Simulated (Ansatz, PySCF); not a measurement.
Caution: the highest occupied level lies above zero, so the state may not be bound. This triplet is an excited state, 1.88 eV above the relaxed singlet at the level frozen-core CCSD(T)/aug-cc-pVTZ // PBE0-D3(BJ)/def2-TZVPD (Ansatz, a first-principles code).

## AlCl₂, SMILES `[Cl][Al-][Cl]` (excited triplet) (charge -1, multiplicity 3)

The numbers are results of PBE-D3(BJ)/def2-TZVPD // PBE0-D3(BJ)/def2-TZVPD in PySCF, not measurements.

```yaml
highest_occupied_spin_orbital: 1.93 eV
total_energy: -1162.4744 Ha
cost: roughly 3 core-minutes
```

```xyz
3

Cl    -1.8361    -0.4107     0.0000
Al    -0.0014     0.8150     0.0000
Cl     1.8375    -0.4043     0.0000
```
Charge -1, spin multiplicity 3.
